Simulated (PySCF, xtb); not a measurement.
Pb(Cl)2 anion (Cl2Pb), SMILES [Cl][Pb][Cl] (connectivity only; charge and spin as stated), charge -1, multiplicity 2.

Harmonic wavenumbers (cm⁻¹) from GFN2-xTB in xtb at its own minimum, in rising order: 56, 207, 219.

Q: What does r2SCAN-D4/def2-SVPD (PySCF 2.14.0) give at its own minimum? (An estimate is asked for; the answer gives what the named calculation found.)

A: 71, 224, 244. Paired by order, the mean absolute difference is 19 cm⁻¹ and the zero-point energies are 0.7 and 0.8 kcal/mol.
